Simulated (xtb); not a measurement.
Input for xtb: GFN2-xTB on H3NOSe (SMILES N[Se]O), a point of a torsion scan.

```
$ xtb mol.xyz --gfn 2 --opt vtight --chrg 0 --uhf 0 --input xcontrol
6

N     -1.21395375    -0.13655324    -0.09465841
Se     0.36176389    -0.84002934     0.66785984
O      1.81584096    -0.20813670    -0.27357796
H     -1.97494386    -0.32407472     0.61150187
H     -1.15387261     0.88167397    -0.29115297
H      2.55979702    -0.87709799    -0.24707305
$constrain
  force constant=1.0
  dihedral: 1,2,3,6,210.0
$end
```

The log:

```
[...]
           -------------------------------------------------
          |                Calculation Setup                |
           -------------------------------------------------



           -------------------------------------------------
          |                 G F N 2 - x T B                 |
           -------------------------------------------------

        Reference                      10.1021/acs.jctc.8b01176
      * Hamiltonian:
        H0-scaling (s, p, d)           1.850000    2.230000    2.230000
        zeta-weighting                 0.500000
      * Dispersion:
        s8                             2.700000
        a1                             0.520000
        a2                             5.000000
        s9                             5.000000
      * Repulsion:
        kExp                           1.500000    1.000000
        rExp                           1.000000
      * Coulomb:
        alpha                          2.000000
        third order                    shell-resolved
        anisotropic                    true
        a3                             3.000000
        a5                             4.000000
        cn-shift                       1.200000
        cn-exp                         4.000000
        max-rad                        5.000000


          ...................................................
          :                      SETUP                      :
          :.................................................:
          :  # basis functions                  21          :
          :  # atomic orbitals                  20          :
          :  # shells                           10          :
          :  # electrons                        20          :
          :  max. iterations                   250          :
          :  Hamiltonian                  GFN2-xTB          :
          :  restarted?                      false          :
          :  GBSA solvation                  false          :
          :  PC potential                    false          :
          :  electronic temp.          300.0000000     K    :
          :  accuracy                    1.0000000          :
          :  -> integral cutoff          0.2500000E+02      :
          :  -> integral neglect         0.1000000E-07      :
          :  -> SCF convergence          0.1000000E-05 Eh   :
          :  -> wf. convergence          0.1000000E-03 e    :
          :  Broyden damping             0.4000000          :
          :  net charge                          0          :
          :  unpaired electrons                  0          :
          ...................................................

 iter      E             dE          RMSdq      gap      omega  full diag
   1    -11.6686908 -0.116687E+02  0.724E+00    3.08       0.0  T
   2    -11.6901046 -0.214138E-01  0.388E+00    3.29       1.0  T
   3    -11.6911141 -0.100948E-02  0.168E+00    3.22       1.0  T
   4    -11.6912791 -0.165015E-03  0.503E-01    3.18       1.0  T
   5    -11.6912884 -0.934364E-05  0.126E-01    3.17       1.0  T
   6    -11.6912979 -0.942216E-05  0.669E-02    3.17       1.0  T
   7    -11.6912977  0.143054E-06  0.373E-02    3.17       1.1  T
   8    -11.6912987 -0.950422E-06  0.896E-03    3.17       4.6  T
   9    -11.6912987 -0.154030E-07  0.192E-03    3.17      21.3  T
  10    -11.6912987 -0.525256E-09  0.785E-04    3.17      52.0  T
  11    -11.6912987 -0.183935E-09  0.198E-04    3.17     205.7  T

   *** convergence criteria satisfied after 11 iterations ***

         #    Occupation            Energy/Eh            Energy/eV
      -------------------------------------------------------------
         1        2.0000           -0.7527464             -20.4833
       ...           ...                  ...                  ...
         4        2.0000           -0.5674270             -15.4405
         5        2.0000           -0.5298647             -14.4184
         6        2.0000           -0.5131651             -13.9639
         7        2.0000           -0.4887127             -13.2985
         8        2.0000           -0.4672814             -12.7154
         9        2.0000           -0.4306358             -11.7182
        10        2.0000           -0.3517110              -9.5705 (HOMO)
        11                         -0.2350981              -6.3973 (LUMO)
        12                         -0.2121207              -5.7721
        13                          0.0207629               0.5650
        14                          0.0315714               0.8591
        15                          0.0618907               1.6841
       ...                                ...                  ...
        20                          0.5572886              15.1646
      -------------------------------------------------------------
                  HL-Gap            0.1166130 Eh            3.1732 eV
             Fermi-level           -0.2934045 Eh           -7.9839 eV

 SCC (total)  
[...]
  -0.4193177             -11.4102
        10        2.0000           -0.3587046              -9.7608 (HOMO)
        11                         -0.2247387              -6.1155 (LUMO)
        12                         -0.1823328              -4.9615
        13                          0.0588315               1.6009
        14                          0.0596053               1.6219
        15                          0.0885691               2.4101
       ...                                ...                  ...
        20                          0.6563042              17.8589
      -------------------------------------------------------------
                  HL-Gap            0.1339659 Eh            3.6454 eV
             Fermi-level           -0.2917217 Eh           -7.9382 eV

 SCC (total)                   0 d,  0 h,  0 min,  0.004 sec
 SCC setup                      ...        0 min,  0.000 sec (  2.073%)
 Dispersion                     ...        0 min,  0.000 sec (  0.712%)
 classical contributions        ...        0 min,  0.000 sec (  0.261%)
 integral evaluation            ...        0 min,  0.001 sec ( 26.732%)
 iterations                     ...        0 min,  0.001 sec ( 21.711%)
 molecular gradient             ...        0 min,  0.002 sec ( 44.422%)
 printout                       ...        0 min,  0.000 sec (  3.687%)

         :::::::::::::::::::::::::::::::::::::::::::::::::::::
         ::                     SUMMARY                     ::
         :::::::::::::::::::::::::::::::::::::::::::::::::::::
         :: total energy             -11.663465385951 Eh    ::
         :: gradient norm              0.000104276110 Eh/a0 ::
         :: HOMO-LUMO gap              3.645397850763 eV    ::
         ::.................................................::
         :: SCC energy               -11.723839579980 Eh    ::
         :: -> isotropic ES            0.030958629866 Eh    ::
         :: -> anisotropic ES         -0.000260176976 Eh    ::
         :: -> anisotropic XC          0.004235860540 Eh    ::
         :: -> dispersion             -0.002315497170 Eh    ::
         :: repulsion energy           0.060371334968 Eh    ::
         :: add. restraining           0.000002859061 Eh    ::
         :: total charge              -0.000000000000 e     ::
         :::::::::::::::::::::::::::::::::::::::::::::::::::::

           -------------------------------------------------
          |                Property Printout                |
           -------------------------------------------------

    * Orbital Energies and Occupations

         #    Occupation            Energy/Eh            Energy/eV
      -------------------------------------------------------------
         1        2.0000           -0.7522325             -20.4693
         2        2.0000           -0.6737907             -18.3348
         3        2.0000           -0.6133345             -16.6897
         4        2.0000           -0.5567983             -15.1513
         5        2.0000           -0.5380381             -14.6408
         6        2.0000           -0.5154187             -14.0253
         7        2.0000           -0.4873060             -13.2603
         8        2.0000           -0.4670884             -12.7101
         9        2.0000           -0.4193177             -11.4102
        10        2.0000           -0.3587046              -9.7608 (HOMO)
        11                         -0.2247387              -6.1155 (LUMO)
        12                         -0.1823328              -4.9615
        13                          0.0588315               1.6009
        14                          0.0596053               1.6219
        15                          0.0885691               2.4101
        16                          0.1391555               3.7866
        17                          0.1607309               4.3737
        18                          0.2222805               6.0486
        19                          0.2781693               7.5694
        20                          0.6563042              17.8589
      -------------------------------------------------------------
                  HL-Gap            0.1339659 Eh            3.6454 eV
             Fermi-level           -0.2917217 Eh           -7.9382 eV

     #   Z          covCN         q      C6AA      α(0)
     1   7 N        2.627    -0.270    26.991     7.716
     2  34 Se       1.761     0.023   234.822    26.704
     3   8 O        1.649    -0.411    21.074     6.197
     4   1 H        0.862     0.176     1.239     1.743
     5   1 H        0.862     0.177     1.230     1.737
     6   1 H        0.812     0.305     0.704     1.317

 Mol. C6AA /au·bohr⁶  :        784.958453
 Mol. C8AA /au·bohr⁸  :      33887.404666
 Mol. α(0) /au        :         45.414384
Note: The following floating-point exceptions are signalling: IEEE_UNDERFLOW_FLAG IEEE_DENORMAL
normal termination of xtb


Wiberg/Mayer (AO) data.
largest (>0.10) Wiberg bond orders for each atom

 ---------------------------------------------------------------------------
     #   Z sym  total        # sym  WBO       # sym  WBO       # sym  WBO
 ---------------------------------------------------------------------------
     1   7 N    3.253 --     2 Se   1.307     4 H    0.946     5 H    0.945
     2  34 Se   2.597 --     1 N    1.307     3 O    1.232
     3   8 O    2.171 --     2 Se   1.232     6 H    0.886
     4   1 H    0.969 --     1 N    0.946
     5   1 H    0.969 --     1 N    0.945
     6   1 H    0.907 --     3 O    0.886
 ---------------------------------------------------------------------------

Topologies differ in total number of bonds
Writing topology from bond orders to xtbtopo.mol

molecular dipole:
                 x           y           z       tot (Debye)
 q only:       -0.421      -0.194       0.332
   full:       -0.532      -0.247       0.387       1.786
molecular quadrupole (traceless):
                xx          xy          yy          xz          yz          zz
 q only:        3.439      -2.467      -0.284       0.683      -0.088      -3.154
  q+dip:        4.746      -3.043       0.570       0.199       0.088      -5.316
   full:        5.787      -3.589      -0.402       0.039       0.043      -5.385

           -------------------------------------------------
          |                Geometry Summary                 |
           -------------------------------------------------

      molecular mass/u    :      111.9893189
   center of mass at/Å    :        0.4473889      -0.2541562       0.6040334
  moments of inertia/u·Å² :        0.3536474E+02   0.6837431E+02   0.1005523E+03
rotational constants/cm⁻¹ :        0.4766791E+00   0.2465492E+00   0.1676505E+00

 * 4 selected distances

     #   Z          #   Z                                           value/Å
     1   7 N        2  34 Se                                      1.8013099 (max)
     1   7 N        4   1 H                                       1.0121019
     1   7 N        5   1 H                                       1.0119101
     3   8 O        6   1 H                                       0.9587032 (min)

 * 3 distinct bonds (by element types)

   Z      Z             #   av. dist./Å        max./Å        min./Å
   1 H    7 N           2     1.0120060     1.0121019     1.0119101
   1 H    8 O           1     0.9587032     0.9587032     0.9587032
   7 N   34 Se          1     1.8013099     1.8013099     1.8013099


optimized geometry written to: xtbopt.xyz


           -------------------------------------------------
          | TOTAL ENERGY              -11.663465385951 Eh   |
          | GRADIENT NORM               0.000104276110 Eh/α |
          | HOMO-LUMO GAP               3.645397850763 eV   |
           -------------------------------------------------

------------------------------------------------------------------------
------------------------------------------------------------------------
 total:
 SCF:
 ANC optimizer:
```

The run finished.

Warnings raised: the energy holds the restraint's term.

Cost: roughly 0.12 core-seconds.
